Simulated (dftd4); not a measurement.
C6H10O3 (SMILES C=C(C)C(=O)OCOC), singlet, geometry from GFN2-xTB; D4 for tpss in dftd4.

dftd4 was given this input:
```
$ dftd4 mol.xyz --func tpss --charge 0 --json dftd4.json --noedisp

# file mol.xyz
19

C     -2.19476973    -1.45264741     0.31504317
C     -2.08052925    -0.13616820     0.17208109
C     -3.23546994     0.81403694     0.16297940
C     -0.75386637     0.50983176     0.00531913
O     -0.58462100     1.69762619    -0.12869987
O      0.26457662    -0.36915669     0.01753556
C      1.54681160     0.18293156    -0.13626971
O      2.43876739    -0.87865783    -0.09581127
C      3.77681107    -0.46671901    -0.23956522
H     -3.15745267    -1.92084808     0.43599517
H     -1.33135147    -2.09374126     0.31478252
H     -3.11968742     1.54359485     0.96250751
H     -4.17485376     0.28410548     0.28845617
H     -3.25178778     1.36638988    -0.77486146
H      1.74048409     0.90878887     0.67727850
H      1.60545588     0.72765636    -1.09859725
H      4.37792641    -1.37135784    -0.19300117
H      4.07102838     0.21487318     0.56731299
H      3.93652991     0.03445129    -1.20159558
```

The log (banner, timings and long lists left out):

```
                    ____  _____ _____     ____  _  _
      -------------|  _ \|  ___|_   _|---|  _ \| || |------------
     |             | | | | |_    | | ___ | | | | || |_           |
     |             | |_| |  _|   | ||___|| |_| |__   _|          |
     |             |____/|_|     |_|     |____/   |_|            |
     |             ===================================           |
     |            E. Caldeweyher, S. Ehlert & S. Grimme          |
     |          Mulliken Center for Theoretical Chemistry        |
     |                    University of Bonn                     |
      -----------------------------------------------------------

Rational (Becke-Johnson) damping: tpss-D4-ATM
---------------------
  s6         1.0000
  s8         1.7660
  s9         1.0000
  a1         0.4282
  a2         4.5426
 alp        16.0000
--------------------

Dispersion energy:      -1.9951202470036E-02 Eh

[Info] JSON dump of results written to 'dftd4.json'
```
